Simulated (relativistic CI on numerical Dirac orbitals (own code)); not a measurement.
# How well does a small relativistic CI reproduce Ni²⁺?

Method of calculation: Dirac-Coulomb-Breit CI, KLI orbitals optimised for each configuration, QED by a radiative potential, valence Slater integrals scaled by 0.85, configuration energies shifted to the measured levels that pair with them (semi-empirical) (own radial code, finite nucleus).

CI space (outside the closed core [Ne] 3s2): 3p6 3d8, 3p6 3d7 4s, 3p6 3d7 4p, 3p6 3d6 4s2, 3p6 3d7 5s, 3p6 3d7 4d, 3p6 3d7 5p, 3p6 3d6 4s 4p, 3p6 3d7 4f, 3p6 3d7 5d, 3p6 3d7 5f, 3p6 3d7 5g, 3p6 3d6 4p2, 3p6 3d6 4s 5s, 3p5 3d9. Levels of other configurations are missing.

```tsv
Configuration	Term (tabulated)	J	Measured (cm⁻¹)	Computed	Error	Purity (%)
3p6 3d8	3F	4	0.0	0	0	100
3p6 3d8	3F	3	1360.7	1295	-65	100
3p6 3d8	3F	2	2269.6	2171	-99	99
3p6 3d8	1D	2	14031.6	14735	703	84
3p6 3d8	3P	2	16661.6	17316	654	85
3p6 3d8	3P	1	16977.8	17638	661	99
3p6 3d8	3P	0	17230.7	17888	657	99
3p6 3d8	1G	4	23108.7	22579	-530	100
3p6 3d8	1S	0	52532.0	53893	1361	99
3p6 3d7 4s	5F	5	53703.9	53442	-262	100
3p6 3d7 4s	5F	4	54657.8	54373	-285	99
3p6 3d7 4s	5F	3	55406.3	55103	-303	99
3p6 3d7 4s	5F	2	55952.2	55636	-316	100
3p6 3d7 4s	5F	1	56308.2	55984	-324	100
3p6 3d7 4s	3F	4	61338.6	61421	82	99
3p6 3d7 4s	3F	3	62605.6	62662	57	99
3p6 3d7 4s	3F	2	63471.9	63514	42	99
3p6 3d7 4s	5P	3	71067.4	71870	802	99
3p6 3d7 4s	5P	2	71384.1	72197	813	97
3p6 3d7 4s	5P	1	71842.4	72632	789	98
3p6 3d7 4s	3G	5	75123.6	73895	-1229	98
3p6 3d7 4s	3G	4	75646.6	74410	-1237	96
3p6 3d7 4s	3G	3	76237.2	74982	-1255	100
3p6 3d7 4s	3P	2	78303.5	79385	1081	91
3p6 3d7 4s	3P	1	78482.4	79652	1170	87
3p6 3d7 4s	3P	0	78657.6	79854	1196	100
3p6 3d7 4s	1G	4	79250.1	78169	-1081	90
3p6 3d7 4s	3P	1	79749.2	80825	1076	91
3p6 3d7 4s	3P	0	80621.1	81718	1097	100
3p6 3d7 4s	3H	6	81686.8	79890	-1797	100
3p6 3d7 4s	3D †	3	82172.6	82077	-95	99
3p6 3d7 4s	3H	5	82193.8	80392	-1802	97
3p6 3d7 4s	3D †	1	82277.3	82851	574	63
3p6 3d7 4s	3H	4	82826.4	81044	-1783	91
3p6 3d7 4s	3D †	2	83033.4	83016	-18	84
3p6 3d7 4s	1P	1	84604.1	85368	764	69
3p6 3d7 4s	1H	5	85834.2	84227	-1607	98
3p6 3d7 4s	1D	2	86645.9	86712	67	92
3p6 3d7 4s	3F	2	97841.6	97752	-90	99
3p6 3d7 4s	3F	3	97995.8	97900	-95	99
3p6 3d7 4s	3F	4	98237.9	98132	-106	100
3p6 3d7 4s	1F	3	101954.9	101973	18	99
3p6 3d7 4p	5F°	5	110212.8	109944	-269	95
3p6 3d7 4p	5F°	4	110371.4	110157	-215	61
3p6 3d7 4p	5F°	3	111221.2	110969	-253	76
3p6 3d7 4p	5D°	4	111898.6	111593	-306	63
3p6 3d7 4p	5G°	6	112787.9	112405	-382	100
3p6 3d7 4p	5D°	3	112935.4	112616	-320	77
3p6 3d7 4p	5G°	5	113140.9	112853	-288	85
3p6 3d7 4p	5D°	0	114295.4	113975	-320	99
3p6 3d7 4p	3G°	5	115272.3	115287	15	89
3p6 3d7 4p	3F°	4	116191.9	116264	72	77
3p6 3d7 4p	3G°	4	116674.4	116693	18	74
3p6 3d7 4p	3F°	3	117250.8	117286	35	75
3p6 3d7 4p	3G°	3	117606.4	117606	0	78
3p6 3d7 4p	3F°	2	118114.9	118142	27	96
3p6 3d7 4p	3D°	3	118745.2	118876	131	93
3p6 3d7 4p	3D°	2	119669.5	119812	142	96
3p6 3d7 4p	3D°	1	120272.3	120413	140	99
3p6 3d7 4s	3D	1	121192.9	121417	224	100
3p6 3d7 4s	3D	2	121411.6	121624	212	99
3p6 3d7 4s	3D	3	121802.4	121988	185	99
```

Measured levels from Corliss and Sugar, J. Phys. Chem. Ref. Data 10, 197 (1981); pairs were made by configuration, J and term (by order where the table uses no LS term), so strongly mixed levels may be paired wrongly.

Mean error by configuration (cm⁻¹): 3p6 3d8 418; 3p6 3d7 4s -118; 3p6 3d7 4p -104. Over the excited levels the mean absolute error is 533 cm⁻¹ (61 of the 61 excited levels that our extract of the source holds in range could be paired), and the median relative error of those above 1,000 cm⁻¹ is 0.5 %, both after the shifts were fitted to these levels, so that a configuration with one level shows no error. † marks terms whose computed intervals miss the measured ones by more than a factor of 2.5, or configurations far off the rest, from wrong mixing, a near crossing or a doubtful label or measurement; they are left out of the means.

Configurations whose levels could be paired with our table of measured levels were shifted onto them, all but the ground configuration, by the median error of their levels; single terms can still be off by 1,000 to 2,000 cm⁻¹ or more, and rates follow the energies as ν³ (E1, M1) or ν⁵ (E2). The others borrow a shift and can be off by several thousand cm⁻¹ or more. The fine structure of a lone outer electron comes out too small, for d and f at times inverted, and misplaced configurations move strength between like terms. 61 of the 61 excited levels that our extract of the measured tables holds in this range could be paired (the sources list more); they are missed by 518 cm⁻¹ on average and 1802 at most, after the shifts were fitted to these levels, and levels without a partner can miss by more.

Shifts applied (cm⁻¹): 3p6 3d8 0; 3p6 3d7 4s 3533; 3p6 3d7 4p 5126.
